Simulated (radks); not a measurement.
The numbers below are computed, except where a source is named.
Fractional charge and spin in the 5p shell of gold: the spin-up occupation runs from 2 to 3 and the spin-down occupation from 2 to 3; the fullest corner is Au2+, [Kr] 4d10 4f14 5s2 5d(up 4.5, down 4.5) 5p(up 3, down 3). Code: a radial shooting solver on a logarithmic mesh with Libxc functionals. Model: scalar-relativistic Kohn-Sham, SCAN, spin-polarised, spherical densities, finite nucleus; meta-GGA in the generalised Kohn-Sham scheme; Fermi nuclear charge, rms radius of each element as measured or else 0.836 A^(1/3) + 0.57 fm. Energy (eV) above the fullest corner. The planes named below are the two flat planes that join the four corners, with an edge along up + down = one added electron.

\begin{tabular}{lrrr}
down \ up & 2 & 2.5 & 3 \\ \hline
2 & 197.986 & 142.055 & 90.127 \\
2.5 & 142.055 & 90.719 & 43.226 \\
3 & 90.127 & 43.226 & 0.000 \\
\end{tabular}

Corners above the fullest one (they belong to Au3+ and the next ion): (up 3, down 2) 90.127 eV, (up 2, down 3) 90.127 eV, (up 2, down 2) 197.99 eV. With half an added electron in each spin the energy lies 0.592 eV from the planes, and with half an added electron in spin up alone -2.001 eV. The planes are only a guide here: the flat-plane condition holds for ground states with one frontier orbital, while this shell lies below other occupied shells, so the corners above the fullest one are inner-hole states and not the ground states of those ions.
